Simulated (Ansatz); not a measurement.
Relaxation of GaH3O2 (6 atoms, charge 0, multiplicity 1), to a largest force component of 0.02 eV/Å in at most 40 steps.

Level of theory: RKS PBE/def2-SVP (Ansatz).

```xyz
6
Properties=species:S:1:pos:R:3
Ga 0.000 0.000 0.000
H 0.000 0.000 1.570
O 1.550 0.000 -0.895
H 1.850 -0.952 -1.050
O -1.550 0.000 -0.895
H -2.060 -0.847 -0.686
```

**Question.** Where does it end, and by what steps?

**Answer.** The run converged. After 6 steps the energy has fallen by 0.513 eV; H4 moved furthest, 0.66 Å.

| step | energy less start (eV) | largest force component (eV/Å) | accepted |
| --- | --- | --- | --- |
| 0 | 0.0000 | 1.464 | yes |
| 1 | -0.0787 | 1.892 | yes |
| 2 | -0.2563 | 0.690 | yes |
| 3 | -0.3731 | 0.849 | yes |
| 4 | -0.4936 | 0.234 | yes |
| 5 | -0.5119 | 0.051 | yes |
| 6 | -0.5134 | 0.010 | yes |

```xyz
6
Properties=species:S:1:pos:R:3
Ga 0.041 -0.171 0.149
H -0.131 0.211 1.653
O 1.681 -0.284 -0.576
H 1.631 -0.536 -1.517
O -1.273 -0.538 -1.034
H -2.159 -0.480 -0.631
```

Whether the end is a true minimum wasn't checked by a vibrational analysis.

Time of the run: 13 s on 1 thread of Intel(R) Xeon(R) Platinum 8259CL CPU @ 2.50GHz (Skylake/Cascade Lake), with other jobs on the host, peak memory 0.15 GiB.
